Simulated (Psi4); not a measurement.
Pair of molecules, SMILES N#N with SMILES [GeH4] (the first has 2 atoms); geometry from B3LYP-D3(BJ)/def2-TZVP, rigid monomers moved along the line of their centres of mass till N2···Ge3 is 6.48 Å.
(charge 0, multiplicity 1):
| atom | x (Å) | y (Å) | z (Å) |
|---|---|---|---|
| N | -0.2136 | -0.0766 | -1.1125 |
| N | -0.5000 | 0.3781 | -0.1633 |
| Ge | 0.4983 | -0.2092 | 6.2106 |
| H | 0.8764 | -0.5306 | 7.6649 |
| H | -0.1825 | -1.4324 | 5.5792 |
| H | 1.7682 | 0.1335 | 5.4181 |
| H | -0.4638 | 0.9864 | 6.1828 |

These are SAPT0/aug-cc-pVDZ run with Psi4 1.11 values and carry that method's errors.

Question: Which attractive term is largest, and how does the interaction split up?

Answer: electrostatics -0.01, exchange 0.00, induction 0.00, dispersion -0.03, total -0.04 kcal/mol; the largest attraction is dispersion.
